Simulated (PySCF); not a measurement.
This PySCF input asks for the NMR shieldings of SMILES ClB(Cl)C1=CCC[SiH2]1, C₄H₇BCl₂Si; the geometry comes from GFN2-xTB.

```python
import basis_set_exchange as bse
import numpy as np
from pyscf import gto, dft
from pyscf.prop import nmr

atoms = """
Cl    3.334945   -1.694860   -0.259716
B     2.461380   -0.207839   -0.343176
Cl    3.348307    1.237993   -0.673025
C     0.946717   -0.124795   -0.139312
C     0.142270   -1.176738    0.095237
C    -1.324143   -0.967448    0.247145
C    -1.650091    0.531892    0.324863
Si   -0.069557    1.466409   -0.207222
H     0.514463   -2.192138    0.161368
H    -1.683472   -1.505750    1.128251
H    -1.817609   -1.426524   -0.615368
H    -1.915708    0.795064    1.347760
H    -2.517365    0.770672   -0.285768
H     0.359573    2.478829    0.758214
H    -0.134124    2.023222   -1.561164
"""
names = dict.fromkeys(["Cl", "B", "C", "Si", "H"], "pcSseg-1")
basis = {el: gto.basis.parse(bse.get_basis(n, elements=[el], fmt="nwchem")) for el, n in names.items()}
mol = gto.M(atom=atoms, basis=basis, charge=0, verbose=0)
mf = dft.RKS(mol, xc="PBE0")
mf.grids.level = 2
mf.grids.alignment = dft.numint.BLKSIZE   # the property module wants whole blocks of grid points
mf.conv_tol = 1e-9
mf.kernel()

calc = nmr.RKS(mf)   # GIAO
C = mf.mo_coeff
Co = C[:, mf.mo_occ > 0]
resp = mf.gen_response(singlet=True, hermi=2)
def vind(x):   # induced exchange potential for any number of trial vectors
    d = np.einsum("pi,xij,qj->xpq", C, 2 * x.reshape(-1, C.shape[1], Co.shape[1]), Co, optimize=True)
    return np.einsum("xpq,pi,qj->xij", resp(d - d.transpose(0, 2, 1)), C, Co, optimize=True).ravel()
mo1, _ = nmr.rhf.solve_mo1(calc, with_cphf=vind)
sigma = calc.kernel(mo1)
for i, s in enumerate(sigma):   # ppm
    w = np.linalg.eigvalsh((s + s.T) / 2)
    print("%2d %-2s iso %8.1f  s11 %8.1f  s22 %8.1f  s33 %8.1f" % (i, mol.atom_pure_symbol(i), w.mean(), *w))
```

Q: What are the results?

A: 
```
 0 Cl iso    734.7  s11    461.1  s22    799.0  s33    944.0
 1 B  iso     48.2  s11     21.7  s22     39.1  s33     83.9
 2 Cl iso    674.6  s11    440.6  s22    737.7  s33    845.6
 3 C  iso     40.6  s11    -49.6  s22     21.0  s33    150.3
 4 C  iso     -2.2  s11   -119.5  s22    -20.1  s33    133.1
 5 C  iso    144.3  s11    122.9  s22    140.6  s33    169.5
 6 C  iso    180.9  s11    161.2  s22    179.0  s33    202.5
 7 Si iso    372.2  s11    303.3  s22    377.3  s33    436.2
 8 H  iso     23.6  s11     20.6  s22     21.9  s33     28.2
 9 H  iso     28.6  s11     23.2  s22     27.8  s33     34.8
10 H  iso     28.8  s11     23.8  s22     27.7  s33     34.8
11 H  iso     30.6  s11     25.2  s22     28.4  s33     38.4
12 H  iso     30.6  s11     25.5  s22     28.2  s33     38.2
13 H  iso     26.8  s11     22.8  s22     26.1  s33     31.5
14 H  iso     26.8  s11     23.0  s22     25.9  s33     31.6
```

These numbers come from an equivalent density-fitted implementation of the same equations, which agrees with the script to about 0.01 ppm for H and up to a few tenths of a ppm for heavy atoms, so last digits may differ.

Size and cost of the density-fitted run: 192 basis functions, 60 s wall time on 1 thread of an Arm Neoverse N1, shared host; peak memory 0.78 GiB.
